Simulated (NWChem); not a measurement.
System: MgHSeCl; SMILES [SeH][Mg][Cl]

The following NWChem deck was run.

```
start job
memory heap 200 mb stack 900 mb global 1100 mb
geometry units angstroms noautoz
  Mg    -0.031160    -0.611373    -0.000127
  Cl    -0.140321    -2.810632    -0.000287
  Se     0.123077     1.803960     0.000475
  H     -1.348143     1.891703    -0.012948
end
basis spherical
  * library def2-tzvp
end
dft
  xc b3lyp
  iterations 150
  vectors input atomic output neutral.movecs
end
task dft energy
charge 1
dft
  odft
  mult 2
  vectors input atomic output cation.movecs
end
task dft energy
```

Structure relaxed at the PBE0/def2-SVP level.

Ions are spin-unrestricted doublets at the neutral geometry; other ion states weren't tried.

What results follow from this input? (B3LYP/def2-TZVP, vertical spin-unrestricted ions.) Quantities: vertical ionisation energy, ΔSCF (eV); −ε(HOMO) (eV).

The vertical ionisation energy, ΔSCF (eV) is 9.42 and the −ε(HOMO) (eV) is 6.90.
